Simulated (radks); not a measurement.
Results of a calculation; reference values are marked as such.
Ba XXI, configuration [Kr].

Level of theory: scalar-relativistic Kohn-Sham, LDA (Slater exchange, Perdew-Wang correlation), spin-unpolarised, spherical densities, finite nucleus; Fermi nuclear charge, rms radius 4.8378 fm (a radial shooting solver on a logarithmic mesh with Libxc functionals).

Energy parts (hartree):
part                       energy
total                  -7964.5260
kinetic                 8415.1152
electron-nucleus      -18556.8633
Hartree                 2348.9538
exchange-correlation    -171.7317

Orbitals (lengths in bohr, moments of r in powers of bohr; <r^-3> diverges for s and p1/2; r(90%) holds 90 % of the orbital's charge):
1s: occ. 2; eigenvalue (hartree) -1387.733; <r^4> 2.080e-06; r(90%) 0.0461; <r^2> 0.0008899
2s: occ. 2; eigenvalue (hartree) -236.2148; <r^4> 0.0003461; r(90%) 0.170; <r^2> 0.01421
2p: occ. 6; eigenvalue (hartree) -214.0362; <r^4> 0.0002514; <r^-3> 7027; r(90%) 0.156; <r^2> 0.01128
3s: occ. 2; eigenvalue (hartree) -64.65327; <r^4> 0.01393; r(90%) 0.425; <r^2> 0.09612
3p: occ. 6; eigenvalue (hartree) -57.53823; <r^4> 0.01439; <r^-3> 1409; r(90%) 0.430; <r^2> 0.09565
3d: occ. 10; eigenvalue (hartree) -47.30280; <r^4> 0.01176; <r^-3> 195.4; r(90%) 0.410; <r^2> 0.08123
4s: occ. 2; eigenvalue (hartree) -25.90391; <r^4> 0.2668; r(90%) 0.885; <r^2> 0.4365
4p: occ. 6; eigenvalue (hartree) -23.38839; <r^4> 0.3126; <r^-3> 373.5; r(90%) 0.922; <r^2> 0.4691
4d: occ. 0; eigenvalue (hartree) -19.73255; <r^4> 0.3771; <r^-3> 48.07; r(90%) 0.972; <r^2> 0.5057
4f: occ. 0; eigenvalue (hartree) -15.80559; <r^4> 0.4051; <r^-3> 9.095; r(90%) 0.997; <r^2> 0.5056
5s: occ. 0; eigenvalue (hartree) -13.75492; <r^4> 2.619; r(90%) 1.55; <r^2> 1.396
5p: occ. 0; eigenvalue (hartree) -12.67760; <r^4> 3.136; <r^-3> 146.7; r(90%) 1.63; <r^2> 1.523

The highest occupied level is 4p at -636.43 eV. Summed over all electrons, <r^2> = 5.364 bohr^2, which gives a Langevin (diamagnetic) susceptibility term of -4.25 x 10^-6 cm^3/mol.
